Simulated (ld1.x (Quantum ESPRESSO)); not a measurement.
**Logarithmic derivatives: barium, TM**

* Element: barium
* Generator: ld1.x (Quantum ESPRESSO) 7.5
* Type: norm-conserving Troullier–Martins (Kleinman–Bylander form)
* Functional: PBEsol
* Relativity: fully relativistic
* Frozen core: [Kr] 4d10 5s2
* Valence charge: 8
* Reference configuration: 5p6 5d0 6s2 6p0
* Partial waves: 5p (bound): rc 2.90 bohr; 5d (bound, empty): rc 2.60 bohr; 6s (bound): rc 3.75 bohr
* Local potential: the s channel
* Core correction: Bessel-smoothed model core inside 1.45 bohr

Open shells are filled in proportion to 2j + 1 (rel_dist='average').

The phase is arctan(r·u′/u) with u = r·R(r), unwrapped; energies in Ry, scanned from -3 to 5 Ry. A pole is an energy at which the radial function vanishes at the test radius. The pseudo phase is shifted by a multiple of π to meet the all-electron one at the reference energy, and phase errors are pseudo minus all-electron; the curves can meet again beyond the range given. Levels narrower than the energy grid can be missing from the lists of poles.

**Question.** For each channel, where are the poles, and over which energies does the pseudopotential scatter like the atom?

**Answer.**

| channel | radius (bohr) | reference energy (Ry) | poles, all-electron | poles, pseudo | unbroken range about the reference energy with phases within 0.05 rad | phase error 1 Ry above the reference energy (rad) |
| --- | --- | --- | --- | --- | --- | --- |
| s | 4.03 | -0.24 | -2.46, 0.91 | 0.75, 2.78 | -2.4 to 0.9 | -0.035 |
| p1/2 | 4.03 | -1.48 | -1.45, 1.53 | -1.45, 2.48 | below -0.5 | +0.051 |
| p3/2 | 4.03 | -1.33 | -1.28, 1.67 | -1.28, 2.59 | below -0.4 | +0.063 |
| d3/2 | 4.03 | -0.15 | 0.17, 2.98 | 0.19, 4.03 | below 0.7 | +0.090 |
| d5/2 | 4.03 | -0.15 | 0.19, 3.02 | 0.21, 4.07 | below 0.7 | +0.084 |

Phases in the d3/2 channel:

```csv
E (Ry),all-electron,pseudo
-3.00,1.424,1.425
-2.52,1.410,1.410
-2.04,1.390,1.391
-1.56,1.360,1.362
-1.08,1.306,1.309
-0.60,1.153,1.159
-0.12,-0.991,-0.990
0.36,-1.680,-1.659
0.84,-1.916,-1.828
1.32,-2.956,-2.152
1.80,-4.378,-3.625
2.28,-4.597,-4.393
2.76,-4.684,-4.566
3.24,-4.742,-4.642
3.72,-4.799,-4.689
4.20,-4.885,-4.724
4.68,-5.132,-4.758
```
